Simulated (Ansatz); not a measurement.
Relaxation of ClH$_{7}$OSi$_{2}$ (11 atoms, charge 0, multiplicity 1), to a largest force component of 0.03 eV/Å in at most 50 steps.

The calculation used RHF/def2-SVP in Ansatz 0.2.0.

```xyz
11
Properties=species:S:1:pos:R:3:forces:R:3
Si 0.522 0.142 -0.002 0.21 0.05 0.31
Cl 0.495 0.085 2.118 0.07 0.00 -0.41
H 1.949 0.277 -0.362 -0.01 0.01 0.02
H -0.212 1.325 -0.475 0.03 -0.06 0.01
H 0.021 -1.134 -0.534 0.02 0.04 0.01
O -2.261 -0.164 0.702 0.05 -0.21 1.29
Si -3.541 -0.989 0.045 0.05 -0.07 0.02
H -3.187 -2.411 -0.196 -0.04 0.07 0.02
H -4.727 -0.948 0.936 0.07 0.02 -0.02
H -3.847 -0.332 -1.239 -0.01 -0.01 0.00
H -1.999 -0.285 1.628 -0.42 0.15 -1.26
```

Where does it end, and by what steps?

It converged. The force dipped under the threshold on the way, but the program's further checks kept it going. After 23 steps the energy has fallen by 0.088 eV; H8 moved furthest, 0.83 Å.

```csv
step,energy less start (eV),largest force component (eV/Å),accepted
0,0.0000,1.291,yes
1,-0.0660,0.300,yes
2,-0.0730,0.158,yes
3,-0.0742,0.114,yes
4,-0.0759,0.096,yes
5,-0.0779,0.185,yes
6,-0.0801,0.192,yes
7,-0.0822,0.142,yes
8,-0.0828,0.100,yes
9,-0.0847,0.064,yes
10,-0.0854,0.038,yes
11,-0.0859,0.013,yes
12,-0.0862,0.021,yes
13,-0.0863,0.033,yes
14,-0.0865,0.033,yes
15,-0.0867,0.030,yes
16,-0.0868,0.044,yes
17,-0.0870,0.062,yes
18,-0.0871,0.065,yes
19,-0.0873,0.081,yes
20,-0.0874,0.081,yes
21,-0.0875,0.065,yes
22,-0.0876,0.035,yes
23,-0.0877,0.019,yes
```

```xyz
11
Properties=species:S:1:pos:R:3
Si 0.858 0.314 0.004
Cl 0.608 -0.180 2.019
H 2.285 0.639 -0.178
H 0.028 1.487 -0.303
H 0.499 -0.853 -0.815
O -2.359 -0.449 0.495
Si -3.841 -1.070 0.107
H -3.863 -2.544 0.261
H -4.904 -0.502 0.970
H -4.099 -0.713 -1.301
H -1.999 -0.561 1.363
```

Whether the end is a true minimum wasn't checked by a vibrational analysis.

The run took 29 s on 2 threads of Arm Neoverse V1 (shared host), peak memory 0.2 GiB.
